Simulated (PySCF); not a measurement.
## How the method moves the HOMO and LUMO of `C[CH](C)[Ga@@H-]([CH3])[AsH3+]`

Species: C4H14AsGa.
Atom-mapped SMILES: `[CH3:1][CH:2]([CH3:3])[Ga@@H-:4]([CH3:5])[AsH3+:6]` (hydrogens: H7, H8, H9 on C1; H10 on C2; H11, H12, H13 on C3; H14 on Ga4; H15, H16, H17 on C5; H18, H19, H20 on As6)

Structure used (PBE0-D3(BJ)/def2-SVP), in Å, numbered top down from 1:
```xyz
20
C4H14AsGa angstrom
C      1.4321    0.4553   -1.2224
C      1.3069    0.1080    0.2572
C      1.7898   -1.3085    0.5477
Ga    -0.5223    0.4787    0.9903
C     -1.5182    2.0888    0.3802
As    -1.8715   -1.3586   -0.4617
H      2.4682    0.3354   -1.5895
H      1.1263    1.4918   -1.4363
H      0.8018   -0.2007   -1.8500
H      1.9533    0.8069    0.8237
H      1.1866   -2.0625    0.0105
H      2.8367   -1.4634    0.2272
H      1.7308   -1.5568    1.6192
H     -0.9096   -0.1735    2.3862
H     -1.2259    2.9469    1.0085
H     -1.2901    2.3517   -0.6644
H     -2.6088    1.9761    0.4816
H     -1.9926   -1.2461   -1.9668
H     -1.5080   -2.8270   -0.4306
H     -3.3483   -1.5437   -0.1892
```

Basis pcSseg-1 throughout (PySCF), one geometry. One conformer (not necessarily the lowest) at the PBE0-D3(BJ)/def2-SVP geometry, without solvent, vibrations or thermal averaging. The calculation is non-relativistic, for gallium and arsenic too.

Q: How do the orbital energies, the gap and the dipole change with the method?

A: 
```tsv
method	kind	HOMO (eV)	LUMO (eV)	gap (eV)	μ (D)	SCF cycles
BLYP	GGA	-5.34	-0.83	4.51	2.60	13
OPBE	GGA	-5.43	-0.74	4.69	2.76	12
B97-D	GGA	-5.45	-0.82	4.62	2.63	13
PBE	GGA	-5.47	-0.88	4.58	2.71	13
KT2	GGA	-5.56	-1.01	4.55	2.74	13
LDA	LDA	-5.56	-1.10	4.46	2.82	13
KT3	GGA	-5.57	-0.92	4.65	2.68	13
BP86	GGA	-5.57	-0.97	4.60	2.70	13
B97-2	global hybrid	-6.39	-0.08	6.30	2.77	12
B3LYP	global hybrid	-6.43	-0.33	6.10	2.71	12
PBE0	global hybrid	-6.62	-0.06	6.57	2.83	12
mPW1PW91	global hybrid	-6.65	-0.07	6.59	2.81	12
BHandHLYP	global hybrid	-7.71	0.75	8.45	2.82	11
CAM-B3LYP	range-separated hybrid	-7.93	0.85	8.78	2.81	11
wB97X-D	range-separated hybrid	-8.44	1.64	10.08	2.84	11
LC-wPBE	range-separated hybrid	-9.24	2.06	11.30	2.96	11
HF	Hartree–Fock	-9.39	2.98	12.37	2.94	10
```

The HOMO spans 4.05 eV, from BLYP down to HF, and the gap runs from 4.46 eV (LDA) to 12.37 eV (HF). Over the methods BLYP (0 %), OPBE (0 %), B97-D (0 %), PBE (0 %), KT2 (0 %), LDA (0 %), KT3 (0 %), BP86 (0 %), B97-2 (21 %), B3LYP (20 %), PBE0 (25 %), mPW1PW91 (25 %), BHandHLYP (50 %), HF (100 %), a straight line through the gap against the share of exact exchange rises by 0.78 eV for each 10 % (correlation coefficient 1.000). The dipole ranges from 2.60 D (BLYP) to 2.96 D (LC-wPBE). This basis has no diffuse functions.
